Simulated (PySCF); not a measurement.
## Static response to an electric field

C₆H₁₃Al.
Numbering: `[CH3:1][CH2:2][C@@H:3]1[CH2:4][CH2:5][CH2:6][AlH:7]1` (hydrogens: H8, H9, H10 on C1; H11, H12 on C2; H13 on C3; H14, H15 on C4; H16, H17 on C5; H18, H19 on C6; H20 on Al7)

Geometry (PBE0-D3(BJ)/def2-SVP, Å), atoms numbered from 1 in this order:
```xyz
20
C6H13Al angstrom
C      2.2929    0.8523   -0.2044
C      1.8491   -0.4847    0.3739
C      0.3355   -0.6316    0.5183
C     -0.4315   -0.7938   -0.8105
C     -1.9452   -0.6208   -0.6152
C     -2.2622    0.7064    0.1019
Al    -0.7458    0.8037    1.3505
H      1.8670    1.0298   -1.2048
H      1.9777    1.6902    0.4441
H      3.3877    0.9160   -0.3020
H      2.3203   -0.6153    1.3629
H      2.2528   -1.3005   -0.2566
H      0.1329   -1.5425    1.1205
H     -0.2131   -1.7684   -1.2845
H     -0.0871   -0.0277   -1.5305
H     -2.3164   -1.4634   -0.0025
H     -2.4641   -0.7050   -1.5860
H     -2.1916    1.5494   -0.6137
H     -3.2847    0.7429    0.5090
H     -0.4846    1.7141    2.6338
```

Level: B3LYP/def2-SVPD (PySCF), static field, nuclei fixed, core orbitals frozen in the response. The polarisability tensor in these axes (au):

```
x   106.95  -0.99   1.72
y    -0.99  93.10   9.51
z     1.72   9.51  96.34
```

Diagonalise the tensor; give its mean and Δα, where Δα² is half the sum of the squared differences of the eigenvalues.

Principal values 84.91, 104.21 and 107.27 au; mean 98.80 au = 14.64 Å³ = 16.29 × 10⁻⁴⁰ C²·m²/J; Δα = 20.99 au (21 % of the mean).

What is the dipole moment, and where does it point?

(0.05, -0.21, -0.08) D, 0.23 D in size, pointing from the negative to the positive side. Measured along this direction, the outermost atoms are H20 at the negative end and H14 at the positive end.

What would n − 1 = 2πNα be for an ideal gas of these molecules at 298.15 K and 1 atm, electronic part alone?

N = p/kT = 2.4615 × 10¹⁹ cm⁻³, so n − 1 = 2π × N × 14.64 × 10⁻²⁴ cm³ = 2264 × 10⁻⁶ at long wavelengths.

Find the Langevin capture rate constant for NO+ (29.998 u) meeting this molecule (112.083 u), k = 2.342 × 10⁻⁹ cm³/s × √(α in Å³ / reduced mass in u).

The reduced mass is 23.66 u, so k = 1.84 × 10⁻⁹ cm³/s.

What are the principal values of the traceless quadrupole moment, Θ = ½Σq(3rr − r²1), about the centre of nuclear charge?

-4.77, -0.98, 5.75 D·Å. The values depend on the origin, since the dipole doesn't vanish. The electronic extent ⟨r²⟩ about the same centre is 1068 bohr², a root-mean-square distance of 2.20 Å for the 62 electrons.

Estimate the molar refractivity from the static electronic polarisability.

Lorentz–Lorenz: R = (4π/3)N_A α = 2.5225 cm³/(mol·Å³) × 14.64 Å³ = 36.9 cm³/mol, in the limit of long wavelengths.

Along which axes do the principal values lie, and how far do the nuclei extend along each?

Largest value along (0.97, 0.08, 0.23), where the nuclei span 6.31 Å; middle along (-0.22, 0.65, 0.73), 5.17 Å; least along (0.08, 0.76, -0.65), 3.60 Å. The response follows the extents in order.

Isolated species at its PBE0-D3(BJ)/def2-SVP geometry (one conformer only).
